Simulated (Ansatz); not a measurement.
Problem. Predict a relaxed structure of `SC#Cc1ccc(C#Cc2ccc(C#Cc3ccc(C#Cc4ccc(S)cc4)cc3)cc2)cc1`, charge 0, singlet, at r2SCAN-D4/def2-SVP (Ansatz).

Solution. 
Cartesian coordinates in Å:
```
S -11.940 7.981 -5.701
C -10.623 7.065 -5.199
C -9.679 6.444 -4.723
C -8.583 5.719 -4.190
C -7.850 4.816 -4.998
C -6.779 4.107 -4.474
C -6.392 4.269 -3.121
C -5.298 3.544 -2.586
C -4.352 2.917 -2.123
C -3.260 2.192 -1.587
C -2.840 2.398 -0.250
C -1.770 1.689 0.275
C -1.071 0.742 -0.512
C 0.020 0.017 0.026
C 0.964 -0.611 0.493
C 2.054 -1.336 1.034
C 2.717 -2.327 0.270
C 3.782 -3.038 0.801
C 4.235 -2.790 2.120
C 5.323 -3.517 2.663
C 6.264 -4.146 3.134
C 7.351 -4.874 3.681
C 7.983 -5.902 2.943
C 9.048 -6.617 3.479
C 9.520 -6.329 4.773
S 10.867 -7.188 5.524
C 8.899 -5.306 5.516
C 7.835 -4.593 4.980
C 3.573 -1.798 2.883
C 2.507 -1.087 2.352
C -1.491 0.536 -1.848
C -2.560 1.246 -2.374
C -7.127 5.172 -2.315
C -8.199 5.882 -2.838
H -11.964 7.564 -6.992
H -8.137 4.682 -6.044
H -6.220 3.412 -5.106
H -3.372 3.127 0.366
H -1.455 1.856 1.308
H 2.376 -2.527 -0.749
H 4.286 -3.802 0.203
H 7.623 -6.134 1.937
H 9.518 -7.407 2.885
H 11.114 -8.022 4.490
H 9.257 -5.072 6.524
H 7.359 -3.802 5.566
H 3.914 -1.598 3.901
H 2.003 -0.324 2.950
H -0.959 -0.193 -2.465
H -2.875 1.080 -3.407
H -6.839 5.306 -1.269
H -8.758 6.577 -2.205
```
 This is one stationary point.

Single mean-field runs in def2-SVP are fitted with def2-universal-jkfit.
